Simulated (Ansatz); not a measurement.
`C=C[Si](O)(Cl)Cl` + H–F → `O[Si](F)(Cl)Cl` + `C=C` at 400 K and 1 bar (ligand exchange at the Si–C bond).

Isolated molecules relaxed with PBE0-D4/def2-TZVP in Ansatz; ΔE leaves out vibrations. CCSD(T)/CBS is the MP2 limit (def2-TZVPP, def2-QZVPP) plus CCSD(T) − MP2 in def2-TZVPP, frozen cores. This one scheme is used for every species. Each species was taken in one conformer, which may not be the lowest.

```tsv
species	CCSD(T)/CBS energy (Eh)	H − E (kJ/mol)	S (J/(mol·K))
`C=C[Si](O)(Cl)Cl`	-1362.47327	197.5	419.1
H–F	-100.39570	36.5	182.2
`O[Si](F)(Cl)Cl`	-1384.43664	84.5	369.3
`C=C`	-78.48111	149.4	232.7
```

H − E and S are ideal-gas, rigid-rotor, harmonic terms from PBE0-D4/def2-TZVP, for one conformer and one mirror image of each species. 1 Eh = 2625.50 kJ/mol, R = 8.31446 J/(mol·K).

Question: By hand: ΔE, ΔH, ΔS and ΔG.

Answer: ΔE = (-1384.43664) + (-78.48111) − (-1362.47327) − (-100.39570) = -0.04878 Eh = -128.1 kJ/mol. Δ(H − E) = 84.5 + 149.4 − 197.5 − 36.5 = -0.1, so ΔH = -128.2 kJ/mol. ΔS = 369.3 + 232.7 − 419.1 − 182.2 = 0.7 J/(mol·K). ΔG = -128.2 − 400 × (0.7)/1000 = -128.5 kJ/mol.

Question: By hand: the equilibrium constant, and the temperature at which ΔG would vanish if ΔH and ΔS stayed fixed.

Answer: log₁₀ K = −ΔG/(RT ln 10) = 16.8. ΔH and −TΔS have one sign here, so there is no such temperature. One of them is within its doubt of zero, so this could turn.

The number of gas molecules stays the same, so ΔS is small and ΔH decides. A doubt of 5 kJ/mol in ΔE shifts log₁₀ K by 0.7 here. Other conformers and mirror images would add mixing entropy, several J/(mol·K) or more a flexible species. These are equilibria of isolated gas molecules and say nothing of rates. Largest T1 diagnostic: 0.011 (customary marks: 0.02 for closed shells, 0.045 for open ones).
